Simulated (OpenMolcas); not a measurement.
V4+ among 4 point charges of -1.5 e arranged as a tetrahedron (Td).

```json
{"Program": "OpenMolcas 26.06", "Method": "SS-CASPT2, IPEA 0.25 Eh, imaginary shift 0.1 Eh (closed shells correlated: 3s 3p)", "Basis": "ANO-RCC-VDZP [5s4p2d1f]", "Scalar Hamiltonian": "DKH2, point nucleus", "Active space": "1 electron in 5 orbitals (3d)", "State averaging": "2S+1 = 2 even, 5 roots", "Spin-orbit coupling": "RASSI with atomic mean-field integrals over the reference wave functions"}
```

All point charges move together. At R = 1.66 Å |10Dq| is 2987 cm-1, and at R = 1.75 Å it is 2350 cm-1.

**Question.** A third run gives 1451 cm-1. What distance was it run at?

**Answer.** With a power law R^-n the two known points give n = -ln(2350 / 2987) / ln(1.75 / 1.66) = 4.54. Then R = 1.66 × (2987 / 1451)^(1/4.54) = 1.946 Å. The run was at 1.94 Å, so the estimate is off by +0.006 Å.

Roots that are degenerate in the reference are averaged as groups; the widest CASPT2 spread within a group is 99 cm-1 (the 3-fold group of multiplicity 2 near 2990 cm-1 above the lowest state of its run, R = 1.66). Shifts and gaps below about the spread of the groups concerned are not significant. An orbital doublet at a regular site is open to a Jahn-Teller distortion, which this geometry leaves out. The ground term spreads over less than 5000 cm-1, several times less than with real ligands, so orbital moments are less quenched and χT lies further from the spin-only value than at real sites. Free-ion shares, where given, are those of the reference states; single-state CASPT2 does not remix them. Point charges carry no covalency, so the field is a model and not that of real ligands. No measured value stands beside these numbers.
